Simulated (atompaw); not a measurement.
# Before and after: PAW (atompaw) potential for silicon (Si)

Si (Z = 14), PAW, made with atompaw 4.2.0.5 (LDA (PW92), non-relativistic). Core [Ne], reference 3s2 3p2. Waves: 3s (bound): rc 1.75 bohr; 3s channel at 0.05 Ry: rc 1.50 bohr; 3p (bound): rc 1.75 bohr; 3p channel at 0.45 Ry: rc 1.75 bohr. Local part: troulliermartins scheme with l = 2 at 1 Ry, radius 1.20 bohr. Core correction: smooth core density matched at 1.20 bohr. Augmentation charge: gaussian compensation charge, radius 1.50 bohr; PAW radius 1.75 bohr; waves and projectors: custom polynom vanderbiltortho.

All-electron outer shells of the reference configuration (LDA (PW92), non-relativistic, ld1.x):

```csv
shell,level (eV),outermost node (bohr),outermost maximum (bohr)
2p,-95.64,–,0.39
3s,-10.83,0.72,1.77
3p,-4.17,0.72,2.14
```

Change: augmentation gaussian compensation charge, radius 1.50 bohr; PAW radius 1.75 bohr; waves and projectors: custom rrkj vanderbiltortho.

Cutoffs: the cutoffs (Ry, on a coarse ladder) from which the occupation-weighted sum of valence levels, in a spherical-Bessel basis at the reference potential, stays within 10 and 1 mRy of its value at 400 Ry; they do not see the model core or the augmentation charge, which bear on the density cutoff.

Problem. What does the change do?

Solution. The potential gets softer (35 Ry and 35 Ry → 10 Ry and 15 Ry); the bound ghosts move from p, s to s.

```tsv
quantity	base	changed
cutoff, loose	35 Ry	10 Ry
cutoff, tight	35 Ry	15 Ry
loose cutoff by channel (10 mRy a level)	s 12 Ry, p 6 Ry	s 8 Ry, p 6 Ry
bound ghosts	p, s	s
s: phases at 1.75 bohr within 0.05 rad from the reference energy up to (Ry; the scan ends near 5)	to the end of the scan	to the end of the scan
p: phases at 1.75 bohr within 0.05 rad from the reference energy up to (Ry; the scan ends near 5)	to the end of the scan	to the end of the scan
lowest overlap eigenvalue by channel	s 0.02, p 0.71	s 0.07, p 0.69
```

 A true bound ghost makes a file unfit for plane-wave use even where its test errors are small: the radial tests pick states by their node count and pass the ghost by. The cutoffs see the waves, projectors and local potential, not the compensation charge or the core.
